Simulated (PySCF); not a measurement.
Species: C7H10OSi.
Geometry (PBE0-D3(BJ)/def2-SVP, Å), atoms numbered from 1 in this order:
```
atom  x, y, z in Å
Si1   -2.9168   -0.8844    0.0179
O2    -2.1195   -1.3339    1.4159
C3    -1.4009   -0.4351    2.2216
C4    -0.1959    0.1554    1.5330
C5     0.6519   -0.6644    0.7788
C6     1.7728   -0.1320    0.1489
C7     2.0643    1.2278    0.2672
C8     1.2253    2.0511    1.0146
C9     0.0987    1.5165    1.6391
H10   -1.9805   -0.6461   -1.1210
H11   -3.7015    0.3672    0.2646
H12   -3.8291   -2.0124   -0.3131
H13   -2.0536    0.3837    2.5805
H14   -1.0782   -0.9981    3.1144
H15    0.4169   -1.7275    0.6833
H16    2.4262   -0.7817   -0.4386
H17    2.9443    1.6452   -0.2279
H18    1.4426    3.1181    1.1054
H19   -0.5656    2.1681    2.2144
```

NICS = −σ at a ghost point: NICS(0) at the centroid of the ring atoms, NICS(1) 1 Å to either side along the normal of their mean plane, zz for the tensor component along that normal. Level: GIAO HF/pcSseg-1 (PySCF, non-relativistic, gas phase) on the PBE0-D3(BJ)/def2-SVP geometry, one conformer.

Ring bond lengths (Å): C4–C5 1.400, C5–C6 1.392, C6–C7 1.396, C7–C8 1.393, C8–C9 1.395, C9–C4 1.397.

Q: What do the NICS probes read (ppm)?

A: 
```tsv
ring	type	NICS(0)	NICS(1), two faces	NICS(1)zz, two faces	rms pucker (Å)	centre to ring atoms, mean (Å)
C4–C5–C6–C7–C8–C9	6-membered carbocycle; formal bonds all aromatic	-10.0	-12.3 / -12.4	-31.1 / -31.1	0.00	1.40
```

Q: What can be read from them?

A: 
- C4–C5–C6–C7–C8–C9: mean NICS(1)zz -31.1 ppm, shielded, aromatic by this magnetic criterion (flat ring, no four-coordinate atom).

Q: And the bond-length index? Use HOMA with the parameters of Krygowski (1993).

A: 
- C4–C5–C6–C7–C8–C9: HOMA 0.98 = 1 − EN − GEO, with mean bond length 1.395 Å, EN = α(Ropt − mean)² = 0.014 and GEO = α × variance = 0.002. The geometric and the magnetic index point the same way.

Q: How shielded are the nuclei of the rings and their hydrogens (means over atoms taken as equivalent)?

A: 
| atoms | environment | σ isotropic (ppm) | principal values of the symmetric part, first atom (ppm) |
| --- | --- | --- | --- |
| C4 | substituted aromatic carbon | 43.9 | -64.7, 15.0, 181.3 |
| C5 (×2) | aromatic CH carbon | 55.2 | -64.7, 38.9, 186.5 |
| C6 (×2) | aromatic CH carbon | 54.6 | -66.5, 44.0, 184.7 |
| C7 | aromatic CH carbon | 55.2 | -62.9, 44.0, 184.5 |
| H15 (×2) | aromatic hydrogen | 24.03 | 19.5, 22.5, 29.1 |
| H16 (×2) | aromatic hydrogen | 24.11 | 20.1, 25.0, 27.0 |
| H17 | aromatic hydrogen | 24.21 | 20.4, 25.6, 26.6 |

Q: How do the values depend on the level or the medium?

A: 
| level | NICS(0), C4–C5–C6–C7–C8–C9 | mean NICS(1)zz, C4–C5–C6–C7–C8–C9 |
| --- | --- | --- |
| HF/pcSseg-1, gas | -10.0 | -31.1 |
| PBE0/pcSseg-1, gas | -8.5 | -28.6 |

The geometry is the same throughout.
